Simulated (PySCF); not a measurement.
A species of formula C4H14Si2 has this rotational fingerprint, computed with PBE0-D3(BJ)/def2-SVP geometry optimisation, gas phase (PySCF):

- Rotational constants: A = 2838, B = 1208, C = 900.5 MHz
- Dipole components: |μa| = 0.98 D, |μb| = 0.27 D, |μc| = 0.47 D
- Inertial defect: -35.25 u·Å²
- κ: -0.68

Task: Which structure is it? (One computed conformer of each.)
A. `[CH3:1][CH2:2][CH2:3][CH:4]([SiH3:5])[SiH3:6]` with C1–C2–C3–C4 -176°, C2–C3–C4–Si5 175°
B. SiH2Me(SiMe3) (`[H][Si]([H])(C)[Si](C)(C)C`)

Result: A. It is CCCC([SiH3])[SiH3], an asymmetric top, point group C1. The candidates at the same level (rigid rotor, commonest isotopes):

```tsv
SMILES	A (MHz)	B (MHz)	C (MHz)	μa (D)	μb (D)	μc (D)	Δ (u·Å²)	point group	rotor
CCCC([SiH3])[SiH3]	2838	1208	900.5	0.98	0.27	0.47	-35.25	C1	asymmetric top
[H][Si]([H])(C)[Si](C)(C)C	2657	1334	1267	0.52	0.83	0.00	-170.25	near Cs	near-prolate asymmetric top
```

`[H][Si]([H])(C)[Si](C)(C)C` has C 41 % too high. No structure here is proved a minimum.
